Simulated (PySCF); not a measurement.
Which basis set comes closest?

Molecule: `O=C(O)c1cccs1`, C5H4O2S.

Molfile (atoms numbered from 1):
```
C5H4O2S
     RDKit          3D

 12 12  0  0  0  0  0  0  0  0999 V2000
    2.3632    1.1862   -0.4077 O   0  0  0  0  0  0  0  0  0  0  0  0
    1.8214    0.2531    0.1285 C   0  0  0  0  0  0  0  0  0  0  0  0
    2.4836   -0.6624    0.8515 O   0  0  0  0  0  0  0  0  0  0  0  0
    0.3791   -0.0107    0.0712 C   0  0  0  0  0  0  0  0  0  0  0  0
   -0.5451    0.7592   -0.6001 C   0  0  0  0  0  0  0  0  0  0  0  0
   -1.8618    0.2560   -0.4755 C   0  0  0  0  0  0  0  0  0  0  0  0
   -1.9097   -0.8869    0.2882 C   0  0  0  0  0  0  0  0  0  0  0  0
   -0.3664   -1.3550    0.8555 S   0  0  0  0  0  0  0  0  0  0  0  0
    3.4178   -0.4061    0.8312 H   0  0  0  0  0  0  0  0  0  0  0  0
   -0.2537    1.6513   -1.1552 H   0  0  0  0  0  0  0  0  0  0  0  0
   -2.7423    0.7131   -0.9283 H   0  0  0  0  0  0  0  0  0  0  0  0
   -2.7869   -1.4803    0.5451 H   0  0  0  0  0  0  0  0  0  0  0  0
  1  2  2  0
  2  3  1  0
  2  4  1  0
  4  5  2  0
  5  6  1  0
  6  7  2  0
  7  8  1  0
  8  4  1  0
  3  9  1  0
  5 10  1  0
  6 11  1  0
  7 12  1  0
M  END
```

Geometry PBE0-D3(BJ)/def2-SVP throughout; GIAO in PySCF 2.14, gas phase, one conformer, non-relativistic; equivalent atoms averaged; functional PBE0.

Reference values (estimated from measurements, as parent shift plus tabulated substituent increments; solution, not stated per compound (mostly CDCl3 or CCl4); Pretsch, Buehlmann, Badertscher, Structure Determination of Organic Compounds, 4th ed. (2009)): δ(H10) = 7.76 ppm, δ(H11) = 7.04 ppm, δ(H12) = 7.60 ppm. Computed shifts are taken against TMS, calculated as an isolated molecule at each level.

Task: How do the basis sets STO-3G, pcSseg-0, 6-31G, 6-31G*, cc-pVDZ, def2-SVP, pcSseg-1, aug-cc-pVDZ, 6-311+G(2d,p), def2-TZVP, cc-pVTZ, IGLO-III perform against the reference? Times are CPU seconds on shared hosts with different chips, so compare them loosely.

Result: 
```tsv
basis set	functions	H10	H11	H12	mean abs. error H	core-s
STO-3G	48	7.08	6.38	6.79	0.72	3.6
pcSseg-0	84	8.19	7.04	7.19	0.28	7.6
6-31G	84	8.28	7.22	7.44	0.29	7.2
6-31G*	124	7.94	6.99	7.14	0.23	10
cc-pVDZ	136	7.89	6.99	7.26	0.17	15
def2-SVP	136	7.95	6.92	7.09	0.27	14
pcSseg-1	163	8.13	7.22	7.37	0.26	18
aug-cc-pVDZ	224	8.23	7.21	7.66	0.23	31
6-311+G(2d,p)	248	8.22	7.22	7.64	0.23	30
def2-TZVP	278	8.22	7.25	7.60	0.22	46
cc-pVTZ	300	8.15	7.17	7.57	0.18	51
IGLO-III	329	8.20	7.20	7.61	0.20	55
```

For 1H the closest is cc-pVDZ (0.17 ppm, with cc-pVTZ practically level) and the furthest STO-3G (0.72 ppm). Where a smaller basis beats a larger one, errors probably cancel. One molecule is a small sample, and vibrational and solvent effects are absent from the calculation.

A small basis that lands close on one nucleus may do so by chance; judge by the trend and by all nuclei.
